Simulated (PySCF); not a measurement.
Species: C7H9FO.
Atom-mapped SMILES: `[CH3:1][C@H:2]1[CH2:3][CH:4]=[C:5]([F:6])[C:7](=[O:8])[CH2:9]1` (hydrogens: H10, H11, H12 on C1; H13 on C2; H14, H15 on C3; H16 on C4; H17, H18 on C9)

Computed with PySCF at CAM-B3LYP/def2-SVPD, non-relativistic, on one gas-phase PBE0-D3(BJ)/def2-SVP geometry that isn't relaxed in the solvent. The solvent is an IEF-PCM continuum (Bondi radii, 1.10 Å for H, scaled by 1.2), and excitations are vertical TDDFT with non-equilibrium linear response and a frozen core. Specific hydrogen bonds and non-electrostatic terms are outside this model.

Gas-phase singlets (H = HOMO, L = LUMO):

```json
{"state": "S1", "E (eV)": "3.943", "λ (nm)": "314", "f": "0.000", "leading configuration": "H→L 80%"}
{"state": "S2", "E (eV)": "5.611", "λ (nm)": "221", "f": "0.249", "leading configuration": "H-1→L 82%"}
{"state": "S3", "E (eV)": "6.992", "λ (nm)": "177", "f": "0.000", "leading configuration": "H-3→L 56%"}
{"state": "S4", "E (eV)": "7.333", "λ (nm)": "169", "f": "0.005", "leading configuration": "H-1→L+1 42%"}
{"state": "S5", "E (eV)": "7.415", "λ (nm)": "167", "f": "0.008", "leading configuration": "H→L+3 25%"}
```

Task: What are the lowest 5 singlets in dichloromethane (ε = 8.93)?

Result: 
```csv
state,E (eV),λ (nm),f,leading configuration,change by rank (eV)
S1,4.150,299,0.000,H-1→L 91%,+0.207
S2,5.399,230,0.314,H→L 94%,-0.212
S3,6.763,183,0.000,H-3→L 65%,-0.229
S4,7.123,174,0.049,H-2→L 70%,-0.210
S5,7.407,167,0.011,H→L+1 63%,-0.008
```

Task: How does the list change in acetone (ε = 20.49)?

Result: 
| state | E (eV) | λ (nm) | f | leading configuration | change by rank (eV) |
| --- | --- | --- | --- | --- | --- |
| S1 | 4.177 | 297 | 0.000 | H-1→L 92% | +0.234 |
| S2 | 5.398 | 230 | 0.303 | H→L 95% | -0.213 |
| S3 | 6.734 | 184 | 0.001 | H-3→L 66% | -0.258 |
| S4 | 7.089 | 175 | 0.048 | H-2→L 70% | -0.244 |
| S5 | 7.400 | 168 | 0.011 | H→L+1 68% | -0.015 |

Task: How do the frontier levels move from gas to acetone?

Result: 
```json
{"orbital": "LUMO+2", "gas (eV)": "1.65", "solvent (eV)": "1.77", "change (eV)": "+0.12", "Löwdin shares, gas": "C4 18 %, H16 14 %, C1 11 %, H10 9 %", "Löwdin shares, solvent": "C1 14 %, F6 14 %, C5 13 %, O8 13 %"}
{"orbital": "LUMO+1", "gas (eV)": "1.08", "solvent (eV)": "1.49", "change (eV)": "+0.41", "Löwdin shares, gas": "C1 17 %, C3 12 %, H14 9 %, H15 7 %", "Löwdin shares, solvent": "C5 12 %, C7 10 %, C4 9 %, C1 9 %"}
{"orbital": "LUMO", "gas (eV)": "-0.62", "solvent (eV)": "-0.57", "change (eV)": "+0.05", "Löwdin shares, gas": "C4 23 %, C7 22 %, O8 22 %, C5 14 %", "Löwdin shares, solvent": "C7 24 %, C4 23 %, O8 22 %, C5 13 %"}
{"orbital": "HOMO", "gas (eV)": "-8.99", "solvent (eV)": "-8.93", "change (eV)": "+0.06", "Löwdin shares, gas": "O8 51 %, C7 11 %, C5 11 %, C9 9 %", "Löwdin shares, solvent": "C5 28 %, C4 27 %, F6 13 %, C3 8 %"}
{"orbital": "HOMO-1", "gas (eV)": "-9.07", "solvent (eV)": "-9.16", "change (eV)": "-0.09", "Löwdin shares, gas": "C4 25 %, C5 25 %, O8 16 %, F6 12 %", "Löwdin shares, solvent": "O8 55 %, C7 12 %, C9 11 %, C5 8 %"}
{"orbital": "HOMO-2", "gas (eV)": "-11.11", "solvent (eV)": "-10.69", "change (eV)": "+0.42", "Löwdin shares, gas": "C2 22 %, C3 12 %, C9 12 %, H13 11 %", "Löwdin shares, solvent": "C2 25 %, H13 14 %, C3 11 %, C1 11 %"}
{"orbital": "HOMO-3", "gas (eV)": "-11.17", "solvent (eV)": "-10.76", "change (eV)": "+0.41", "Löwdin shares, gas": "C2 22 %, C9 18 %, C3 13 %, C1 8 %", "Löwdin shares, solvent": "C2 22 %, C9 17 %, C3 15 %, C1 10 %"}
```

The HOMO–LUMO gap goes from 8.37 to 8.36 eV. Rows go by rank; for HOMO-1, HOMO, LUMO+1 and LUMO+2 the atom shares or the degeneracy differ between the runs, so the row needn't follow one orbital.

Rough CPU time on one thread of a shared machine: about 1.6 min. This is the whole response run at CAM-B3LYP/def2-SVPD in acetone, SCF included.
